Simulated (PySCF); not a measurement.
## Relaxation of triplet H₂WO

These are results of UPBE0 in PySCF with W def2-TZVP with ECP60, O def2-TZVP, H def2-TZVP; scalar-relativistic core potentials, no spin–orbit coupling; density-fitted integrals, not measurements. A (50,194) grid was used.

A hand-made trigonal pyramidal start, of Cs symmetry, held to at least that symmetry:

Coordinates in bohr (charge 0 multiplicity 3):
```
W     0.1099    0.1904   -0.1393
O    -1.3667   -2.3672    1.4310
H     2.9298    0.1904    1.3600
H    -1.3000    2.6325    1.3600
```

Optimiser trace:
```
step  E − E(last) (kJ/mol)  largest gradient (Eh/bohr)
   0                 87.76                     0.06533
   1                 50.89                     0.01936
   2                 27.40                     0.01736
   3                 15.00                     0.03874
   4                  8.68                     0.01422
   5                  5.82                     0.01023
   6                  1.29                     0.00728
   7                  0.39                     0.00530
   8                  0.03                     0.00102
   9                  0.00                     0.00034
  10                  0.00                     0.00028
```

It ends at C2v with W–H 1.749 Å (×2), W–O 1.676 Å; H–W–H 127.0°, H–W–O 116.5° (×2) (after a last refinement on a finer grid). A frequency run shows a minimum. Other isomers or separated fragments may lie lower.

Final geometry:
Z-matrix (Å, degrees; charge 0 multiplicity 3):
```
W
O  1 1.6757
H  1 1.7493 2 116.49
H  1 1.7493 2 116.49 3 -180.00
```

Open d and f shells are described by one determinant, and the ground state may have another occupation or spin. Spin–orbit coupling, left out here, can matter for elements this heavy.

The relaxation took roughly 50 core-seconds on a shared host.
